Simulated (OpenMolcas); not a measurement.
**Sb⁺: the spin-orbit constant, thermal populations, worked from levels**

```yaml
Program: OpenMolcas
Basis: ANO-R3 [8s7p5d3f2g1h]
Scalar_Hamiltonian: X2C, finite nucleus
Active_space: 2 electrons in 9 orbitals (RAS2 5p; RAS3 5d 6s, at most 1 electron)
State_averaging: 2S+1 = 3 even, 3 roots; 2S+1 = 1 even, 6 roots; 2S+1 = 3 odd, 18 roots; 2S+1 = 1 odd, 18 roots
Spin-orbit_coupling: RASSI with atomic mean-field integrals over the reference wave functions, term energies averaged over their components
```

Methods: RASSCF; MS-RASPT2, IPEA 0.25 Eh, imaginary shift 0.1 Eh (closed shells correlated: 4d 5s). Measured levels: NIST Handbook of Basic Atomic Spectroscopic Data.

**The spin-orbit constant.** For the Hund term 3P of p2, E(J) = (A/2) J(J+1) + constant and ζ = 2S·A = 2A. From J = 0 to J = 2 the energy changes by 3 A.

```csv
Source,E(2) - E(0),A,ζ
RASSCF,5161.3,1720.4,3441
MS-RASPT2,4994.7,1664.9,3330
measured,5658.2,1886.1,3772
```

All in cm-1. MS-RASPT2 is off by -11.7 % and RASSCF by -8.8 %. Both methods take the spin-orbit matrix elements from the reference wave functions, so the second can move ζ only through the term energies and any multistate remixing. Second-order mixing with other terms is absorbed into this ζ.

**Thermal populations.** Z = Σ (2J + 1) exp(-E/kT) with k = 0.695035 cm-1/K, over the levels below. No other level of either list lies under 51700 cm-1, which is above 7 kT at each temperature.

| Level | 2J + 1 | MS-RASPT2 | measured |
| --- | --- | --- | --- |
| 5s2 5p2 3P0 | 1 | 0.0 | 0.0 |
| 5s2 5p2 3P1 | 3 | 2530 | 3055 |
| 5s2 5p2 3P2 | 5 | 4990 | 5658 |
| 5s2 5p2 1D2 | 5 | 12130 | 12790 |
| 5s2 5p2 1S0 | 1 | 26500 | 23906 |

| T (K) | Z, MS-RASPT2 | Z, measured levels | Ground level (%), MS-RASPT2 | Ground level (%), measured levels |
| --- | --- | --- | --- | --- |
| 3000 | 2.363 | 2.035 | 42.3 | 49.1 |
| 5000 | 3.791 | 3.354 | 26.4 | 29.8 |
| 8000 | 5.514 | 5.054 | 18.1 | 19.8 |

At 8000 K, kT = 5560 cm-1, and the computed levels give Z = 1.000 + 1.903 + 2.038 + 0.564 + 0.009 = 5.514.

CASPT2 does not keep the components of a term degenerate, so their means are used; among the terms shown or strongly mixed into the levels shown the widest spread is 110 cm-1 (5s2 5p2 1D, MS-RASPT2). Over all roots computed the reference weight is 0.83 to 0.91 in MS-RASPT2; the roots of lowest weight are the least certain, and an intruder state may touch them. With the s shell closed, the reference lacks s² → p² mixing. Some terms miss by over 15 % even with CASPT2, which points to a basis or an active space too small for the shells correlated (holds for MS-RASPT2). Computed and measured levels are paired by configuration, term and J; levels that our copy of the source lacks, or whose pairing is in doubt (as where it misses far off the trend of its configuration), stay unpaired and out of the deviations. Levels of configurations outside the active space are missing.
